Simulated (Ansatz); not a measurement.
`[F][Sn]([Cl])([Cl])[Br]` → Cl• + `[F][Sn]([Cl])[Br]`•  (homolysis of the Cl–Sn bond)

Gas-phase electronic energies from Ansatz, PBE0-D4/def2-TZVP geometries. CCSD(T)/CBS adds triple-zeta CCSD(T) − MP2 to the extrapolated MP2 energy (def2 sets, frozen cores). This one scheme is used for every species, atoms too. Functionals use def2-TZVPP. No spin–orbit coupling; open shells (•) take unrestricted orbitals. Spin–orbit coupling would lower the free atoms: a little for Cl. def2 core potentials past Kr. For Br, Sn outer-core shells are correlated without core-valence functions, so the limit isn't a true one: a few kJ/mol of doubt a bond, and 10 to 20 or more in all where bonds break to atoms. Scalar relativity is left out up to krypton.

| species | B2PLYP energy (Eh) |
| --- | --- |
| `[F][Sn]([Cl])([Cl])[Br]` | -3808.04549 |
| Cl• | -460.02199 |
| `[F][Sn]([Cl])[Br]`• | -3347.89676 |

(1) Work out ΔE.

(2) What do rigid-rotor, harmonic-oscillator terms from PBE0-D4/def2-TZVP frequencies (298.15 K, 1 bar) make of the CCSD(T)/CBS value? (Best estimate.)

Largest T1 diagnostic among the species: 0.015.

Answers

(1) ΔE = (-460.02199) + (-3347.89676) − (-3808.04549) = 0.12674 Eh = +332.8 kJ/mol. CCSD(T)/CBS gives +366.9 kJ/mol.

(2) Computed: ΔZPE = -4.6 kJ/mol, ΔH = +364.4 kJ/mol, ΔS = 140 J/(mol·K), ΔG = +322.7 kJ/mol. Open shells count their whole term as degenerate.

At CCSD(T), def2-SVP lies −40.3 kJ/mol from the extrapolated value and def2-TZVPP −20.5 kJ/mol: correlation converges slowly with the basis, and small sets miss more of it in the bonded molecule than in its fragments. From PBE to PBE0 (25 % exact exchange), in def2-TZVPP and without D4, ΔE moves by +7.2 kJ/mol.
